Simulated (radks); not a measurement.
Results of a calculation; reference values are marked as such.
These are the eigenvalues of the occupied orbitals of an atom or ion with whole-number occupations (Ry). Code: a radial shooting solver on a logarithmic mesh with Libxc functionals. Model: scalar-relativistic Kohn-Sham, PBEsol, spin-polarised, spherical densities, finite nucleus; Fermi nuclear charge, rms radius of each element as measured or else 0.836 A^(1/3) + 0.57 fm.

orbital  eigenvalue
1s down   -5834.208
1s up     -5834.207
2s up     -1086.490
2s down   -1086.479
2p up     -951.8886
2p down   -951.8799
3s up     -312.3735
3s down   -312.1005
3p up     -273.1153
3p down   -272.8393
3d up     -230.5997
3d down   -230.3882
4s up     -119.9872
4s down   -119.5865
4p up     -106.2928
4p down   -105.9114
4d up     -90.04662
4d down   -89.66800
4f up     -72.79244

Which element is it, and in what charge state? The configuration may be excited. Open shells, if any, are filled with parallel spins first.

Answer. Z = 78, platinum, charge +29: Pt29+ in [Kr] 4d10 4f3. The list shows which subshells hold electrons but not how many an open one holds; the 1s level, -2917.1 hartree, gives Z - s = 76.4 by -(Z - s)^2/2, which with screening and relativity narrows Z to a few neighbours, and the depths of the outer levels then fix element, charge and occupations together.
